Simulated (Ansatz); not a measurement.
A run for Ansatz (a program for electronic structure): R-wB97M-V/def2-TZVPP on F2GeH3N (SMILES [NH2][GeH]([F])[F]), a point of a torsion scan.

Ansatz 0.2 input:
```yaml
crystal:
  periodic: [false, false, false]
  atoms:
    - {symbol: N, position_ang: [1.12659589, -0.12131865, -0.22886949]}
    - {symbol: Ge, position_ang: [-0.63302630, -0.08648744, 0.07873000]}
    - {symbol: F, position_ang: [-1.28161233, 0.96427874, -1.11255945]}
    - {symbol: F, position_ang: [-1.03036545, 0.78182111, 1.53405818]}
    - {symbol: H, position_ang: [1.59763625, 0.77312108, -0.16692272]}
    - {symbol: H, position_ang: [1.68068096, -0.82123409, 0.24235013]}
    - {symbol: H, position_ang: [-1.40981135, -1.34854026, 0.07652870]}
basis:
  gaussian:
    orbitals: def2-TZVPP
hamiltonian:
  xc: {name: wB97M-V}
scf: {lower_state_search: off}
```

The head of its log:

```
WARN ansatz: RAYON_NUM_THREADS=1 ignored (pool sized by the plan → 1); use --threads N
Functional definition: wB97M-V
these checks for a lower state are left out or cut short: stability, starts, cluster_reference, orbital_swaps, neighbouring_geometries, increment
integrals: 0.13 GiB planned
1030 factors; their error is unknown
integrals: 0.16 GiB planned
209 factors; integrals over basis functions are off by at most 5.1e-6 eV
mean field: 1.09 GiB planned
mean field evaluation 1: about -63484.9078 eV, gradient 6.5e1 eV
mean field evaluation 2: about -63484.1029 eV, gradient 7.3e1 eV
```

Problem. Give the final energy of this run.

Solution. -2333.2750 hartree.
